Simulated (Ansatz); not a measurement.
Relaxation of FH4NOZn (8 atoms, charge 0, multiplicity 1), to a largest force component of 0.03 eV/Å in at most 50 steps.

Level of theory: UKS B3LYP-D4/def2-SVP in Ansatz.

```xyz
8
Properties=species:S:1:pos:R:3
Zn -1.268 -0.426 -0.121
F -1.209 0.628 -1.548
O -1.222 -1.438 1.330
H 0.857 1.065 -1.011
N 1.639 0.939 -0.365
H -2.017 -1.973 1.458
H 1.864 -0.054 -0.306
H 1.356 1.257 0.562
```

Q: Where does it end, and by what steps?

A: The run converged. After 10 steps the energy has fallen by 0.773 eV; N5 moved furthest, 0.67 Å. Joined: Zn1–N5.

```csv
step,energy less start (eV),largest force component (eV/Å),accepted
0,0.0000,0.385,yes
1,-0.0860,0.296,yes
2,-0.1465,0.606,yes
3,-0.1661,0.674,yes
4,-0.2294,1.280,yes
5,-0.5145,1.171,yes
6,-0.7480,0.498,yes
7,-0.7643,0.169,yes
8,-0.7697,0.070,yes
9,-0.7726,0.067,yes
10,-0.7729,0.027,yes
```

```xyz
8
Properties=species:S:1:pos:R:3
Zn -0.855 -0.314 -0.071
F -1.289 0.591 -1.567
O -1.114 -1.432 1.317
H 0.896 1.120 -1.033
N 1.099 0.593 -0.177
H -2.008 -1.798 1.327
H 1.903 -0.013 -0.351
H 1.369 1.252 0.555
```

Whether the end is a true minimum wasn't checked by a vibrational analysis.

Time of the run: 24 s on 2 threads of Intel(R) Xeon(R) Gold 6455B (Sapphire Rapids), with other jobs on the host, peak memory 0.3 GiB.
